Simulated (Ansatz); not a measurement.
Born–Oppenheimer molecular dynamics of Cl3H2HfN (7 atoms, charge 0, multiplicity 1). It starts from a relaxed structure.

These are results of RKS PBE-D4/def2-SVP (Ansatz), not measurements.

* ensemble: NVT, Langevin thermostat
* time step: 1 fs
* steps asked: 250
* set temperature: 400 K
* friction: 0.01 /fs
* seed: 890684

First frame:

```xyz
7
Properties=species:S:1:pos:R:3
Hf -0.005 0.000 -0.022
Cl 0.060 0.001 2.338
N 1.884 0.000 -0.697
H 2.456 -0.835 -0.874
H 2.459 0.834 -0.867
Cl -0.989 1.994 -0.798
Cl -0.988 -1.994 -0.799
```

How far do the bonds stretch over the last three quarters of this one trajectory? (Pairs bonded in most of those frames.)


```tsv
bond	mean (Å)	spread (Å)	shortest	longest
Hf1–Cl2	2.366	0.053	2.27	2.46
Hf1–N3	2.014	0.042	1.94	2.08
Hf1–Cl6	2.344	0.018	2.31	2.38
Hf1–Cl7	2.364	0.036	2.29	2.43
N3–H4	1.030	0.023	0.98	1.08
N3–H5	1.030	0.011	1.01	1.06
```

Pairs bonded in part of these frames only: Hf1–H4 5 %, Hf1–H5 17 %.

Mean temperature of the second half: 304 K. The mean temperature of the second half is 24 % below the set value. A run of 0.25 ps of so small a system gives no equilibrium averages.

Time of the run: 3 min on 4 threads of Intel(R) Xeon(R) 6975P-C (Granite Rapids) (shared host), peak memory 0.26 GiB.
